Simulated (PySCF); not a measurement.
CH8AlNO2Si, SMILES C[N]([SiH3])[Al]([OH])[OH].

Geometry optimised at PBE0-D3(BJ)/def2-SVP. The structure was generated by enumeration; whether it is a known compound was not checked. The values are those of a single conformer.

All values below come from PBE/def2-TZVP (PySCF).

Gas-phase values at a fixed geometry.

Computed frontier levels, gap, dipole moment and polarisability:
```
Item                                                                                                            Value
---------------------------------------------------------------------------------------------  ----------------------
highest occupied level                                                                                       -5.76 eV
lowest empty level                                                                                           -1.27 eV
orbital gap                                                                                                   4.48 eV
dipole moment                                                                                                  0.19 D
quadrupole, principal values (traceless, Buckingham form, about the centre of nuclear charge)  -0.84, -0.38, 1.22 D·Å
mean static polarisability                                                                      78.2 bohr³ (11.59 Å³)
polarisability, principal values                                                               65.0, 81.5, 88.1 bohr³
```
